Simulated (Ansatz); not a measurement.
Input for Ansatz (an electronic-structure program): R-r2SCAN/def2-TZVPPD on HCl (SMILES Cl) with ghost functions, monomers drawn apart or pushed together. Files ending in .json are basis or fitting sets from the Basis Set Exchange.

Ansatz 0.2 input:
```yaml
crystal:
  periodic: [false, false, false]
  atoms:
    - {symbol: Cl, position_ang: [0.18137012, 0.42715245, -0.08155604]}
    - {symbol: H, position_ang: [-0.08917065, -0.45574490, 0.81766539]}
basis:
  gaussian:
    orbitals: def2-TZVPPD.json
    ghost_atoms:
      - {symbol: Si, position_ang: [0.00354550, 0.56264258, 4.18252890]}
      - {symbol: Cl, position_ang: [-0.44773781, -1.34665107, 3.48509862]}
      - {symbol: H, position_ang: [-0.09121902, 0.52326297, 5.65371885]}
      - {symbol: H, position_ang: [-0.98128671, 1.49759485, 3.61135696]}
      - {symbol: H, position_ang: [1.37178325, 0.89204382, 3.74685624]}
hamiltonian:
  xc: {name: r2SCAN}
scf: {lower_state_search: off}
```

The head of its log:

```
Functional definition: r2SCAN
[...]
these checks for a lower state are left out or cut short: stability, starts, cluster_reference, orbital_swaps, neighbouring_geometries, increment
integrals: 0.16 GiB planned
1164 factors; their error is unknown
mean field: 0.91 GiB planned
mean field evaluation 1: about -12538.4035 eV, gradient 1.0e1 eV
mean field evaluation 2: about -12538.4550 eV, gradient 1.1e1 eV
```

What total energy does the run end on?

-460.7869 hartree.
